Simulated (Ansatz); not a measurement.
Isolated molecules relaxed with PBE0-D4/def2-TZVP in Ansatz; ΔE leaves out vibrations. CBS: MP2 limit from def2 TZ/QZ plus the TZ coupled-cluster correction, frozen cores. This one scheme is used for every species, atoms too. Functionals use def2-TZVPP. B3LYP here is the variant with VWN-RPA as its local correlation; programs differ in this. Open shells (•) are unrestricted, without spin–orbit coupling. Spin–orbit coupling would lower the free atoms: clearly for Ge. Bonds to Ge are less sure, by a few kJ/mol each and by 10 to 20 or more in all where they break to atoms, as the def2 sets lack core-valence functions. Scalar relativity is left out up to krypton. One conformer a species, not always the lowest.

`[NH2][Ge]([NH2])([NH2])[NH2]` → Ge• + 8 H• + 4 N•  (atomization)

`[NH2][Ge]([NH2])([NH2])[NH2]`:

```xyz
13

N     1.595   -0.008    0.853
Ge   -0.049   -0.005    0.040
N    -1.083    0.917    1.233
N    -0.394    0.861   -1.540
N    -0.416   -1.757   -0.292
H     2.348   -0.404    0.310
H     1.881    0.891    1.213
H    -2.051    0.992    0.955
H    -1.044    0.546    2.172
H     0.149    0.553   -2.333
H    -0.352    1.869   -1.479
H    -0.809   -2.003   -1.184
H     0.224   -2.453    0.052
```

Question: What is ΔE at CCSD(T)/CBS? (Estimate.)

Answer: The calculation gave: +4388.1 kJ/mol.

Question: What do these levels give: BLYP-D4, ωB97X-V, PBE0, B3LYP, r2SCAN0, CCSD/CBS(def2)? (An estimate is asked.)

Answer: Computed: BLYP-D4 4401.7, ωB97X-V 4403.1, PBE0 4322.0, B3LYP 4343.3, r2SCAN0 4234.3, CCSD/CBS(def2) 4312.4 kJ/mol.

Largest T1 diagnostic among the species: 0.010.

In def2-TZVPP, CCSD(T) changes the Hartree–Fock value by +1424.3 kJ/mol (the triples alone add +75.7 kJ/mol) and MP2 by +1471.1 kJ/mol; breaking electron pairs costs correlation energy, which Hartree–Fock lacks. From r2SCAN to r2SCAN0 (25 % exact exchange), in def2-TZVPP and without D4, ΔE moves by −85.9 kJ/mol: exact exchange takes away binding that semilocal exchange gives to molecules. At CCSD(T), def2-SVP lies −418.8 kJ/mol from the extrapolated value and def2-TZVPP −150.2 kJ/mol: correlation converges slowly with the basis, and small sets miss more of it in the bonded molecule than in its fragments.

For atomizations the MP2-based limit and the directly extrapolated one differ by several kJ/mol either way, and by 10 to 25 for some Ge, Se and Sn compounds, so smaller differences from it don't rank the levels.
